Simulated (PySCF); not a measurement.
Two species compared at the same levels of theory.

First species: C₅H₁₂Si₃.
Geometry (GFN2-xTB, Å), atoms numbered from 1 in this order:
```xyz
20
C5H12Si3 angstrom
C      2.7589    0.9844   -1.0410
C      2.1241    0.1399   -0.4746
C      1.3293   -0.8518    0.1985
Si     0.5561   -0.0861    1.7722
C     -0.6987    1.2370    1.2499
Si    -2.0450    0.6093    0.0648
C     -1.2068   -0.1849   -1.4445
Si     0.0296   -1.5579   -1.0151
H      3.3355    1.7095   -1.5327
H      1.9924   -1.6660    0.5032
H      1.6231    0.5056    2.5945
H     -0.0994   -1.1584    2.5348
H     -0.1596    2.0555    0.7726
H     -1.1676    1.6580    2.1375
H     -2.8835   -0.3874    0.7485
H     -2.9049    1.7264   -0.3629
H     -0.6843    0.5884   -2.0080
H     -1.9691   -0.5836   -2.1115
H      0.7124   -2.0390   -2.2263
H     -0.6475   -2.6883   -0.3629
```

Second species: C4H13NSi3.
SMILES: `N#C[C@@H]([SiH3])C[SiH2]C[SiH3]`

Levels: PBE0/pcSseg-1 for HOMO energy, LUMO energy and HOMO–LUMO gap. Geometries: GFN2-xTB. All species are isolated and taken at one optimised geometry, non-relativistic unless stated. Electronic properties by PySCF.

Dipoles, sizes and rotational constants follow the conformer. The torsions of the flexible species, by atom-mapped SMILES:
- `[N:1]#[C:2][C@@H:3]([SiH3:4])[CH2:5][SiH2:6][CH2:7][SiH3:8]`: C2–C3–C5–Si6 70°, C3–C5–Si6–C7 -70°, C5–Si6–C7–Si8 -179°

The conformers of `C#CC1[SiH2]C[SiH2]C[SiH2]1` aren't listed.

```csv
property,column X,column Y
HOMO energy,-7.27 eV,-8.11 eV
LUMO energy,0.41 eV,-0.06 eV
HOMO–LUMO gap,7.68 eV,8.05 eV
```

(1) Which column belongs to which species?

(2) How does each property change from the first species to the second?

## Answers

(1) Column X is the first species and column Y the second. The first has 20 atoms and 84 electrons, the second 21 and 86.

(2) HOMO energy -0.84 eV; LUMO energy -0.47 eV; HOMO–LUMO gap +0.37 eV.

